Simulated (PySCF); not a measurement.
## Na₃O⁺, singlet: data card

Method: PySCF, PBE0, basis O def2-TZVP, Na def2-TZVP (no relativity, density fitting).

The structure is a minimum.

| Quantity | Value |
| --- | --- |
| Point group | D3h |
| Bond lengths | Na–Na 3.545 Å (×3), O–Na 2.047 Å (×3) |
| Bond angles | Na–Na–Na 60.0° (×3), Na–Na–O 30.0° (×6), Na–O–Na 120.0° (×3) |
| Dipole moment about the centre of mass | 0.00 D |
| Principal quadrupole moments (Buckingham, traceless) about the centre of mass | -28.08, 14.04, 14.04 D Å |
| Highest occupied level | -8.44 eV |
| Enthalpy at 298.15 K above 0 K | 17.19 kJ/mol |
| Rotational constants | 0.1167, 0.1167, 0.05835 cm⁻¹ |
| Principal polarisabilities | 39.8, 51.7, 51.7 bohr³ |
| Zero-point energy | 10.9 kJ/mol |
| Heat capacity Cp at 298.15 K | 73.9 J/(mol K) |
| Entropy at 298.15 K and 1 bar | 308.3 J/(mol K) |
| Lowest empty level | -4.55 eV |
| Rotational symmetry number | 6 |

Harmonic modes (masses in u: O 15.995, Na 22.990):
```csv
symmetry,ω (cm⁻¹),"IR (km/mol, summed over degenerate members)",μ (u)
e',129,31.0,21.90
a2'',165,141,16.97
a1',317,0.0,22.99
e',539,279,17.61
```

In D3h the vibrations span 2e' + a2'' + a1'. The a1' mode carries no infrared intensity, as symmetry demands.

Charges (e):
| atom | Mulliken | Löwdin | polar tensor | Mayer order to O1 |
| --- | --- | --- | --- | --- |
| O1 | -1.25 | -0.59 | -1.22 | – |
| Na2,3,4 | 0.75 | 0.53 | 0.74 | 0.45 |

Mulliken populations on O1: s 3.96, p 5.29, d 0.00, f 0.00.

Other isomers or separated fragments may lie lower.

The final relaxation and frequency run took about 40 core-seconds on a shared host.
